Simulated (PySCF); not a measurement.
From one molecule to another.

First species: C5H5FO2S2.
Atom-mapped SMILES: `[CH3:1][S:2](=[O:3])(=[O:4])[c:5]1[cH:6][cH:7][c:8]([F:9])[s:10]1` (hydrogens: H11, H12, H13 on C1; H14 on C6; H15 on C7)

Geometry (GFN2-xTB, Å), atoms numbered from 1 in this order:
```
atom  x, y, z in Å
C1    -2.2815    0.7824   -0.5452
S2    -1.5115   -0.7648   -0.0039
O3    -1.8936   -1.0357    1.3512
O4    -1.7418   -1.7683   -1.0012
C5     0.2265   -0.3697    0.0077
C6     1.0437   -0.3037    1.0912
C7     2.3772    0.0181    0.7556
C8     2.5155    0.1826   -0.5859
F9     3.6338    0.4977   -1.2305
S10    1.0475   -0.0538   -1.4742
H11   -3.3513    0.6189   -0.5828
H12   -2.0392    1.5501    0.1776
H13   -1.9004    1.0236   -1.5291
H14    0.6887   -0.4863    2.0882
H15    3.1822    0.1168    1.4593
```

Second species: C₈H₇FO.
SMILES: `Oc1cc2c([C@H]2C)c(F)c1`

Levels: PBE0/pcSseg-1 for dipole moment, HOMO energy, LUMO energy and HOMO–LUMO gap; GFN2-xTB for rotational constant A and rotational constant C. Geometries: GFN2-xTB. Each structure is a single optimised conformer of the isolated species, non-relativistic unless stated; the electronic structure was computed with PySCF and density fitting.

Dipoles, sizes and rotational constants follow the conformer. The torsions of the flexible species, by atom-mapped SMILES:
- `[CH3:1][S:2](=[O:3])(=[O:4])[c:5]1[cH:6][cH:7][c:8]([F:9])[s:10]1`: C1–S2–C5–C6 114°
- `[CH3:1][C@H:2]1[c:3]2[cH:4][c:5]([OH:6])[cH:7][c:8]([F:9])[c:10]21`: H–O6–C5–C4 180°

(1) Which of the two has the higher rotational constant A, and by how much?

(2) Which has the higher HOMO energy?

(3) Which has the higher rotational constant C?

(4) Which of the two has the higher dipole moment, and by how much?

(5) Which of the two has the higher HOMO–LUMO gap, and by how much?

(6) Which of the two has the higher LUMO energy, and by how much?

## Answers

(1) The first: 2.415 GHz against 1.925 GHz, a difference of 0.490 GHz.

(2) The second: -6.55 eV against -7.61 eV, a difference of 1.06 eV.

(3) The second: 0.752 GHz against 0.561 GHz, a difference of 0.191 GHz.

(4) The first: 3.99 D against 0.72 D, a difference of 3.27 D.

(5) The second: 6.19 eV against 6.09 eV, a difference of 0.10 eV.

(6) The second: -0.36 eV against -1.52 eV, a difference of 1.16 eV.

On the first: The dipole matches unit charges of opposite sign 0.83 Å apart (1 e·Å = 4.8032 D). A dipole of 3.99 D is allowed in C1, and pure rotational transitions are dipole-allowed.

On the second: A dipole of 0.72 D is allowed in C1, and pure rotational transitions are dipole-allowed. The dipole equals about 2.4 × 10⁻³⁰ C·m (1 D = 3.33564 × 10⁻³⁰ C·m).
